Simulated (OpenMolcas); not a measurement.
**Si²⁺: effect of the basis set**

```json
{"Program": "OpenMolcas", "Method": "MS-RASPT2, IPEA 0.25 Eh, imaginary shift 0.1 Eh (closed shells correlated: 2s 2p)", "Active space": "2 electrons in 9 orbitals (RAS2 3s 3p; RAS3 3d, at most 2 electrons)", "State averaging": "2S+1 = 3 even, 3 roots; 2S+1 = 1 even, 7 roots; 2S+1 = 3 odd, 3 roots; 2S+1 = 1 odd, 3 roots", "Spin-orbit coupling": "RASSI with atomic mean-field integrals over the reference wave functions, term energies averaged over their components"}
```

A. ANO-RCC-VTZP [5s4p2d1f], DKH2, point nucleus; CASPT2 step of the order of 4 core-seconds
B. ANO-R2 [5s4p3d1f], X2C, finite nucleus; CASPT2 step roughly 4 core-seconds
C. ANO-RCC-VQZP [6s5p3d2f1g], DKH2, point nucleus; CASPT2 step roughly 9 core-seconds
D. ANO-RCC [8s7p5d4f2g], DKH2, point nucleus; CASPT2 step about 15 core-seconds

Energies in cm⁻¹ above 3s² ¹S₀, the measured ground level; measured values from NIST levels in Kelleher and Podobedova, J. Phys. Chem. Ref. Data 37, 1285 (2008).

| Level | A | B | C | D | Measured |
| --- | --- | --- | --- | --- | --- |
| 3s² ¹S₀ | 0.0 | 0.0 | 0.0 | 0.0 | 0.0 |
| 3s 3p ³P°₀ | 51760 | 52060 | 51980 | 52620 | 52725 |
| 3s 3p ³P°₁ | 51870 | 52170 | 52090 | 52730 | 52853 |
| 3s 3p ³P°₂ | 52080 | 52390 | 52300 | 52950 | 53115 |
| 3s 3p ¹P°₁ | 83390 | 82840 | 83090 | 83000 | 82884 |
| 3p² ¹D₂ | 121290 | 121460 | 121510 | 122160 | 122215 |

Deviations, from unrounded energies. A percentage is the sum of absolute deviations over the sum of measured energies, with the sign that they share, or ± where signs differ.

| Against measurement | Levels | A | B | C | D |
| --- | --- | --- | --- | --- | --- |
| mean absolute deviation (cm-1) | 5 | 880 | 570 | 650 | 110 |
| other configurations (%) | 5 | ±1.2 | -0.8 | ±0.9 | ±0.2 |

D lies closest to measurement on these levels and A furthest from it. The largest miss of D in the table is 3s 3p ³P°₂, by -160 cm-1. The ranking rests on the paired levels alone, and a cruder setting can come out closer through cancelling errors.

Among A to D the level of the table that moves most is 3s 3p ³P°₂, by 870 cm-1 (lowest in A, highest in D). Moves below CASPT2's spread within the term are not significant.

CASPT2 breaks the degeneracy within a term, and the mean is taken; among the terms shown or strongly mixed into the levels shown the widest spread is 16 cm-1 (3p² ¹D, D). Configurations are named by rounded mean occupations; where the s occupation lies near a half they are strongly mixed, a name can repeat and a true partner stay unpaired. Active for correlation alone: 3d; no level in the range computed is led by a configuration that fills it, so any true level of that kind is missing. Some terms mix strongly with configurations of 3d, whose occupation reaches 0.32 (3p² ¹D) (figures for A; the like holds for B, C, D). Computed and measured levels are paired by configuration, term and J; levels that our copy of the source lacks, or whose pairing is in doubt (as where it misses far off the trend of its configuration), stay unpaired and out of the deviations. Levels of configurations outside the active space are missing. Levels that lie high or do not pair safely by name in every column are left out.

° marks odd parity.
